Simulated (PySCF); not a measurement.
B(H)(Cl)(OH) (BClH2O), SMILES OBCl.

Coordinates come from a B3LYP-D3(BJ)/def2-TZVP optimisation. The values are those of a single conformer.

Method: B3LYP-D3(BJ)/def2-TZVP run with PySCF.

Frequencies are harmonic and unscaled.

Computed harmonic wavenumbers and intensities:
```json
[
 {"mode": "1", "ν (cm⁻¹)": "383", "IR (km/mol)": "17.8", "moving atoms (share of kinetic energy)": "O 40 %, Cl 27 %, H 16 %, B 16 %"},
 {"mode": "2", "ν (cm⁻¹)": "640", "IR (km/mol)": "136.5", "moving atoms (share of kinetic energy)": "H 73 %, O 14 %, B 12 %"},
 {"mode": "3", "ν (cm⁻¹)": "729", "IR (km/mol)": "56.5", "moving atoms (share of kinetic energy)": "B 54 %, Cl 24 %, H 16 %"},
 {"mode": "4", "ν (cm⁻¹)": "872", "IR (km/mol)": "3.0", "moving atoms (share of kinetic energy)": "H 72 %, B 27 %"},
 {"mode": "5", "ν (cm⁻¹)": "1012", "IR (km/mol)": "74.8", "moving atoms (share of kinetic energy)": "H 87 %, O 11 %"},
 {"mode": "6", "ν (cm⁻¹)": "1155", "IR (km/mol)": "176.7", "moving atoms (share of kinetic energy)": "H 77 %, B 15 %, O 9 %"},
 {"mode": "7", "ν (cm⁻¹)": "1350", "IR (km/mol)": "330.3", "moving atoms (share of kinetic energy)": "B 63 %, O 32 %"},
 {"mode": "8", "ν (cm⁻¹)": "2699", "IR (km/mol)": "93.7", "moving atoms (share of kinetic energy)": "H 91 %, B 9 %"},
 {"mode": "9", "ν (cm⁻¹)": "3792", "IR (km/mol)": "67.6", "moving atoms (share of kinetic energy)": "H 94 %"}
]
```
